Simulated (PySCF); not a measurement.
Species: C7H12P (charge +1).
Cartesian coordinates in Å at the PBE0-D3(BJ)/def2-SVP level; atoms count from 1:
```
atom  x, y, z in Å
C1     2.738   -0.097   -1.092
C2     1.685    0.614   -0.660
C3     0.444    0.032   -0.177
C4    -0.599    0.792    0.276
C5    -0.721    2.275    0.395
P6    -1.893   -0.301    0.801
C7    -1.159   -1.856    0.234
C8     0.287   -1.470   -0.126
H9     2.747   -1.190   -1.119
H10    3.645    0.406   -1.437
H11    1.754    1.704   -0.655
H12   -1.657    2.642   -0.056
H13    0.107    2.786   -0.111
H14   -0.714    2.596    1.449
H15   -2.158   -0.274    2.192
H16   -3.157   -0.034    0.226
H17   -1.729   -2.199   -0.643
H18   -1.231   -2.639    1.002
H19    0.993   -1.875    0.617
H20    0.566   -1.917   -1.091
```

Theory: TDDFT CAM-B3LYP/def2-SVPD, vertical, gas phase, core orbitals frozen in the response in PySCF.

```
state  E (eV)  E (kJ/mol)  λ (nm)       f  |μ| (D)  main configurations (H = HOMO, L = LUMO)
   S1    5.17         499   239.7   0.619     5.62                                 H→L (97%)
   S2    5.94         573   208.9  0.0043     0.44                               H→L+1 (90%)
   S3    6.33         610   196.0  0.0027     0.34                               H→L+2 (90%)
   S4    6.69         645   185.4  0.0083     0.57                  H-1→L (70%), H-2→L (25%)
   S5    6.73         649   184.3  0.0039     0.39                  H-2→L (70%), H-1→L (25%)
   S6    7.38         712   167.9   0.025     0.94                               H→L+3 (82%)
   S7    7.50         724   165.3  0.0065     0.48                   H-3→L (79%), H-7→L (8%)
   S8    7.59         733   163.3   0.065     1.50                               H→L+4 (88%)
   S9    7.88         761   157.3   0.015     0.71                  H→L+5 (52%), H→L+6 (27%)
  S10    7.99         771   155.1   0.024     0.88                  H→L+7 (44%), H→L+6 (35%)
```

Triplets, Tamm–Dancoff:

| state | E (eV) | λ (nm) | main configurations (H = HOMO, L = LUMO) |
| --- | --- | --- | --- |
| T1 | 2.99 | 414.2 | H→L (92%) |
| T2 | 4.72 | 262.6 | H-1→L (70%), H→L+7 (16%) |
| T3 | 5.78 | 214.6 | H→L+1 (88%) |
| T4 | 6.20 | 200.0 | H→L+2 (89%) |

The lowest singlet comes at 240 nm (499 kJ/mol) in the ultraviolet; it is strong; its leading configuration is HOMO→LUMO (97%). The lowest level is also the most intense of those listed (f = 0.619). Löwdin shares by element: HOMO carbon 78% or more (atoms not listed hold the other 22%); LUMO carbon 58% or more, phosphorus 11% (atoms not listed hold the other 31%). Of the 10 states listed, 5 reach f = 0.01 and none stays under 0.0005. Weighted by f, the mean energy of these states is 5.64 eV. The oscillator strengths of these states sum to 0.773; summed over the whole spectrum of an exact calculation they would give the number of electrons, 68 (Thomas–Reiche–Kuhn). All these states lie below the vertical ionisation energy of 12.90 eV (ΔSCF). Only the lowest 10 singlets were computed, as vertical energies without vibronic structure.

On one thread, Arm Neoverse V2 (aarch64), shared host, this took 2.9 min of wall time and 1.2 GiB of memory at its peak.

One conformer stands for the species.
